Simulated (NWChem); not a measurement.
System: GeSi$_{2}$H$_{8}$; SMILES [SiH3][SiH2][GeH3]

NWChem input:

```
start job
memory heap 200 mb stack 900 mb global 1100 mb
geometry units angstroms
  Si     2.441087     0.845472    -0.021995
  Si     0.847868    -0.831884    -0.163098
  Ge    -1.335192    -0.018990     0.073271
  H      3.803745     0.326619    -0.156235
  H      2.263188     1.855712    -1.069086
  H      2.376623     1.551536     1.260989
  H      1.039121    -1.869871     0.859477
  H      0.908078    -1.552539    -1.442416
  H     -1.756365     0.981163    -0.965897
  H     -1.601103     0.718905     1.354917
  H     -2.453244    -1.021576     0.035267
end
basis spherical
  * library def2-svp
end
dft
  xc pbe0
  iterations 150
end
driver
  maxiter 120
end
task dft optimize
task dft freq
```

Output (shortened):

```
             Northwest Computational Chemistry Package (NWChem) 7.3.0
             --------------------------------------------------------

 C1  symmetry detected

                             Geometry "geometry" -> ""
                             -------------------------

 Output coordinates in angstroms (scale by  1.889725989 to convert to a.u.)

  No.       Tag          Charge          X              Y              Z
 ---- ---------------- ---------- -------------- -------------- --------------
    1 Si                  14.0000     0.49902592    -2.42015781     0.00000650
    2 Si                  14.0000    -0.94659234    -0.60853758    -0.00002629
    3 Ge                  32.0000     0.18356250     1.44211304    -0.00001043
    4 H                    1.0000    -0.21572875    -3.69803693     0.01471490
    5 H                    1.0000     1.36372041    -2.42753962    -1.18358187
    6 H                    1.0000     1.38357850    -2.41126224     1.16885958
    7 H                    1.0000    -1.84382485    -0.61126449     1.16385547
    8 H                    1.0000    -1.84433761    -0.61099517    -1.16349988
    9 H                    1.0000     1.07288739     1.67705370    -1.18806219
   10 H                    1.0000     1.12676565     1.64560338     1.15184618
   11 H                    1.0000    -0.65113088     2.69055958     0.03647855

 Effective nuclear repulsion energy (a.u.)     315.9061058238

                                Z-matrix (autoz)
                                --------

 Units are Angstrom for bonds and degrees for angles

      Type          Name      I     J     K     L     M      Value
      ----------- --------  ----- ----- ----- ----- ----- ----------
    1 Stretch                  1     2                       2.31771
    2 Stretch                  1     4                       1.46426
    3 Stretch                  1     5                       1.46582
    4 Stretch                  1     6                       1.46585
    5 Stretch                  2     3                       2.34146
    6 Stretch                  2     7                       1.46958
    7 Stretch                  2     8                       1.46957
    8 Stretch                  3     9                       1.50252
    9 Stretch                  3    10                       1.50260
   10 Stretch                  3    11                       1.50222
   11 Bend                     1     2     3               112.55115
   12 Bend                     1     2     7               112.29328
   13 Bend                     1     2     8               112.31718
   14 Bend                     2     1     4               112.19047
   15 Bend                     2     1     5               111.83063
   16 Bend                     2     1     6               111.81732
   17 Bend                     2     3     9               115.00056
   18 Bend                     2     3    10               114.93502
   19 Bend                     2     3    11               117.36510
   20 Bend                     3     2     7               107.23607
   21 Bend                     3     2     8               107.23731
   22 Bend                     4     1     5               106.95782
   23 Bend                     4     1     6               106.96840
   24 Bend                     5     1     6               106.73321
   25 Bend                     7     2     8               104.71720
   26 Bend                     9     3    10               102.32304
   27 Bend                     9     3    11               102.59947
   28 Bend                    10     3    11               102.56898
   29 Torsion                  1     2     3     9          60.74629
   30 Torsion                  1     2     3    10         -57.71074
   31 Torsion                  1     2     3    11        -178.43189
   32 Torsion                  3     2     1     4         179.37799
   33 Torsion                  3     2     1     5         -60.44098
   34 Torsion                  3     2     1     6          59.19272
   35 Torsion                  4     1     2     7          58.24582
   36 Torsion                  4     1     2     8         -59.47069
   37 Torsion                  5     1     2     7         178.42685
   38 Torsion                  5     1     2     8          60.71034
   39 Torsion                  6     1     2     7         -61.93945
   40 Torsion                  6     1     2     8        -179.65596
   41 Torsion                  7     2     3     9        -175.27400
   42 Torsion                  7     2     3    10          66.26897
   43 Torsion                  7     2     3    11         -54.45218
   44 Torsion                  8     2     3     9         -63.26454
   45 Torsion                  8     2     3    10         178.27843
   46 Torsion                  8     2     3    11          57.55728

                           NWChem Geometry Optimization
                           ----------------------------

 maximum gradient threshold         (gmax) =   0.000450
 rms gradient threshold             (grms) =   0.000300
 maximum cartesian step threshold   (xmax) =   0.001800
 rms cartesian step threshold       (xrms) =   0.001200
 fixed trust radius                (trust) =   0.300000
 source of zmatrix                         =   autoz

          -------------------
          Energy Minimization
          -------------------

 Using diagonal initial Hessian
 Scaling for Hessian diagonals: bonds = 1.00  angles = 0.25  torsions = 0.10

          --------
          Step   0

                                 NWChem DFT Module
                                 -----------------

 Summary of "ao basis" -> "ao basis" (spherical)
 ------------------------------------------------------------------------------
       Tag                 Description            Shells   Functions and Types
 ---------------- ------------------------------  ------  ---------------------
 Si                         def2-svp                 8       18   4s3p1d
 Ge                         def2-svp                12       32   5s4p3d
 H                          def2-svp                 3        5   2s1p

            General Information
            -------------------
          SCF calculation type: DFT
          Wavefunction type:  closed shell.
          No. of atoms     :    11
          No. of electrons :    68
           Alpha electrons :    34
            Beta electrons :    34
          Charge           :     0
          Spin multiplicity:     1
          Use of symmetry is: off; symmetry adaption is: off
          Maximum number of iterations: 150
          AO basis - number of functions:   108
                     number of shells:    52
          Convergence on energy requested:  1.00D-06
          Convergence on density requested:  1.00D-05
          Convergence on gradient requested:  5.00D-04

              XC Information
              --------------
                         PBE0 Method XC Functional
                     Hartree-Fock (Exact) Exchange  0.250
          PerdewBurkeErnzerhof Exchange Functional  0.750
            Perdew 1991 LDA Correlation Functional  1.000 local
           PerdewBurkeErnz. Correlation Functional  1.000 non-local

[...]

      ----------------------
      Optimization converged
      ----------------------

  Step       Energy      Delta E   Gmax     Grms     Xrms     Xmax
  ---- ---------------- -------- -------- -------- -------- --------
@   13   -2659.82447420 -1.4D-08  0.00001  0.00000  0.00027  0.00062
                                     ok       ok       ok       ok

                                Z-matrix (autoz)
                                --------

 Units are Angstrom for bonds and degrees for angles

      Type          Name      I     J     K     L     M      Value     Gradient
      ----------- --------  ----- ----- ----- ----- ----- ---------- ----------
    1 Stretch                  1     2                       2.34681    0.00001
    2 Stretch                  1     4                       1.49531    0.00001
    3 Stretch                  1     5                       1.49553    0.00001
    4 Stretch                  1     6                       1.49553    0.00001
    5 Stretch                  2     3                       2.38674   -0.00000
    6 Stretch                  2     7                       1.49731   -0.00000
    7 Stretch                  2     8                       1.49731   -0.00000
    8 Stretch                  3     9                       1.54077    0.00000
    9 Stretch                  3    10                       1.54077    0.00000
   10 Stretch                  3    11                       1.54049    0.00000
   11 Bend                     1     2     3               110.89252   -0.00001
   12 Bend                     1     2     7               109.59978    0.00000
   13 Bend                     1     2     8               109.60510    0.00000
   14 Bend                     2     1     4               111.02829    0.00001
   15 Bend                     2     1     5               109.78417    0.00000
   16 Bend                     2     1     6               109.77854   -0.00000
   17 Bend                     2     3     9               110.20754    0.00000
   18 Bend                     2     3    10               110.21119    0.00000
   19 Bend                     2     3    11               110.96263   -0.00000
   20 Bend                     3     2     7               109.27087    0.00000
   21 Bend                     3     2     8               109.26895    0.00000
   22 Bend                     4     1     5               108.79810   -0.00000
   23 Bend                     4     1     6               108.79947   -0.00000
   24 Bend                     5     1     6               108.60428   -0.00000
   25 Bend                     7     2     8               108.15447   -0.00000
   26 Bend                     9     3    10               108.31579   -0.00000
   27 Bend                     9     3    11               108.53736   -0.00000
   28 Bend                    10     3    11               108.53642   -0.00000
   29 Torsion                  1     2     3     9          59.81398    0.00000
   30 Torsion                  1     2     3    10         -59.68091    0.00000
   31 Torsion                  1     2     3    11        -179.93408    0.00000
   32 Torsion                  3     2     1     4        -179.91429    0.00000
   33 Torsion                  3     2     1     5         -59.57205    0.00000
   34 Torsion                  3     2     1     6          59.74545   -0.00000
   35 Torsion                  4     1     2     7          59.36133    0.00000
   36 Torsion                  4     1     2     8         -59.18882    0.00000
   37 Torsion                  5     1     2     7         179.70357    0.00000
   38 Torsion                  5     1     2     8          61.15343    0.00000
   39 Torsion                  6     1     2     7         -60.97894   -0.00000
   40 Torsion                  6     1     2     8        -179.52908   -0.00000
   41 Torsion                  7     2     3     9        -179.26712    0.00000
   42 Torsion                  7     2     3    10          61.23799   -0.00000
   43 Torsion                  7     2     3    11         -59.01518    0.00000
   44 Torsion                  8     2     3     9         -61.11029    0.00000
   45 Torsion                  8     2     3    10         179.39483   -0.00000
   46 Torsion                  8     2     3    11          59.14166    0.00000

                         Geometry "geometry" -> "geometry"
                         ---------------------------------

 Output coordinates in angstroms (scale by  1.889725989 to convert to a.u.)

[...]

 Rotational Constants
 --------------------
 A=   0.280571 cm-1  (  0.403670 K)
 B=   0.044648 cm-1  (  0.064238 K)
 C=   0.040186 cm-1  (  0.057818 K)

 Temperature                      =   298.15K
 frequency scaling parameter      =   1.0000

 Zero-Point correction to Energy  =   40.702 kcal/mol  (  0.064863 au)
 Thermal correction to Energy     =   45.570 kcal/mol  (  0.072621 au)
 Thermal correction to Enthalpy   =   46.163 kcal/mol  (  0.073565 au)

 Total Entropy                    =   87.338 cal/mol-K
   - Translational                =   40.659 cal/mol-K (mol. weight = 137.9384)
   - Rotational                   =   27.550 cal/mol-K (symmetry #  =        1)
   - Vibrational                  =   19.129 cal/mol-K

 Cv (constant volume heat capacity) =   26.936 cal/mol-K
   - Translational                  =    2.979 cal/mol-K
   - Rotational                     =    2.979 cal/mol-K
   - Vibrational                    =   20.977 cal/mol-K

[normal modes left out]

 ----------------------------------------------------------------------------
 Normal Eigenvalue ||           Projected Infra Red Intensities
  Mode   [cm**-1]  || [atomic units] [(debye/angs)**2] [(KM/mol)] [arbitrary]
 ------ ---------- || -------------- ----------------- ---------- -----------
    1       -0.000 ||    0.000001           0.000         0.001       0.000
    2        0.000 ||    0.000000           0.000         0.000       0.000
    3        0.000 ||    0.000000           0.000         0.000       0.000
    4        0.000 ||    0.000000           0.000         0.000       0.000
    5        0.000 ||    0.000000           0.000         0.000       0.000
    6        0.000 ||    0.000002           0.000         0.002       0.000
    7       81.310 ||    0.000003           0.000         0.003       0.001
    8       85.947 ||    0.000965           0.022         0.941       0.203
    9       95.389 ||    0.000012           0.000         0.012       0.003
   10      310.790 ||    0.016352           0.377        15.941       3.445
   11      332.381 ||    0.000544           0.013         0.530       0.115
   12      406.927 ||    0.000032           0.001         0.031       0.007
   13      415.659 ||    0.011352           0.262        11.066       2.391
   14      447.833 ||    0.008345           0.193         8.135       1.758
   15      539.923 ||    0.007655           0.177         7.462       1.613
   16      568.608 ||    0.009198           0.212         8.966       1.938
   17      694.508 ||    0.000015           0.000         0.014       0.003
   18      700.220 ||    0.299111           6.901       291.588      63.012
   19      803.969 ||    0.149404           3.447       145.646      31.474
   20      867.058 ||    0.233632           5.390       227.756      49.218
   21      886.692 ||    0.022361           0.516        21.798       4.711
   22      886.733 ||    0.023351           0.539        22.764       4.919
   23      912.332 ||    0.017553           0.405        17.112       3.698
   24      934.349 ||    0.035691           0.823        34.794       7.519
   25      937.029 ||    0.065042           1.501        63.406      13.702
   26     2147.046 ||    0.085100           1.963        82.960      17.928
   27     2153.940 ||    0.087422           2.017        85.224      18.417
   28     2154.149 ||    0.099128           2.287        96.635      20.883
   29     2210.981 ||    0.077617           1.791        75.665      16.351
   30     2219.814 ||    0.032389           0.747        31.574       6.823
   31     2222.757 ||    0.048697           1.123        47.472      10.259
   32     2234.091 ||    0.100194           2.312        97.674      21.107
   33     2234.789 ||    0.135312           3.122       131.909      28.505
 ----------------------------------------------------------------------------
```

Level: PBE0/def2-SVP.
